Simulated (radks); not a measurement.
Spherical jellium clusters: N electrons in a uniform positive sphere of charge N and radius rs N^(1/3), rs = 4.83 bohr. Calculated with a radial shooting solver with Libxc functionals: non-relativistic Kohn-Sham, LDA (Slater exchange, Perdew-Wang correlation), spin-polarised, spherical densities. Levels are named by radial order and angular momentum (1s, 1p, 1d, 2s, ...), and open shells are averaged over m.

N = 10, configuration 1s2 1p6 1d(up 2, down 0). This is the lowest configuration that the search found. Occupied and some empty levels:

level,occupation,eigenvalue (eV),<r> (bohr)
1s up,1,-3.8907,6.845
1s down,1,-3.7385,6.686
1p up,3,-3.1390,8.047
1p down,3,-2.9501,8.012
1d up,2,-2.1774,9.063
1d down,0,-1.9807,9.117
2s up,0,-1.6819,8.212
2s down,0,-1.5874,8.336
1f up,0,-1.0929,10.18
1f down,0,-0.91083,10.35
2p up,0,-0.72683,11.15
2p down,0,-0.63927,11.43

Energy (eV): total -17.5384, kinetic 12.625, external -309.80, Hartree 153.36, exchange-correlation -30.624, background 156.90.
